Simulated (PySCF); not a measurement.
# Xe³⁸⁺ (xenon, charge +38) across methods

[Ne] 3s2 3p4, high-spin 3P determinant. All numbers are calculated (PySCF 2.14, no relativity, point nucleus, in an uncontracted even-tempered set (16 s from 6.2 bohr⁻², ratio 2.5; 10 p from 8.1 bohr⁻², ratio 2.5; 5 d from 37 bohr⁻², ratio 2.7; 4 f from 55 bohr⁻², ratio 2.7)).

```
method  E (hartree)  mean ε 3s β (eV)  mean ε 3p α (eV)  mean ε 3p β (eV)  Σ⟨r²⟩ (bohr²)   ⟨S²⟩
   PBE     -6023.75           -2759.1           -2674.3           -2660.2         0.6499  2.000
  BLYP     -6024.45           -2759.0           -2674.4           -2660.3         0.6497  2.000
 TPSSh     -6024.32           -2764.4           -2679.2           -2664.8         0.6500  2.000
   UHF  -6023.44947           -2796.7           -2714.5           -2696.9         0.6505  2.001
  PBE0     -6023.85           -2769.1           -2684.8           -2669.8         0.6500  2.000
   LDA     -6018.05           -2757.9           -2672.9           -2658.6         0.6503  2.000
r2SCAN     -6024.13           -2761.3           -2678.1           -2662.2         0.6502  2.001
```

A non-relativistic calculation at this Z misses sizeable relativistic shifts. Spin-orbit coupling is strong in this species (close to jj coupling), so the high-spin LS determinant is a model state, not a physical level.
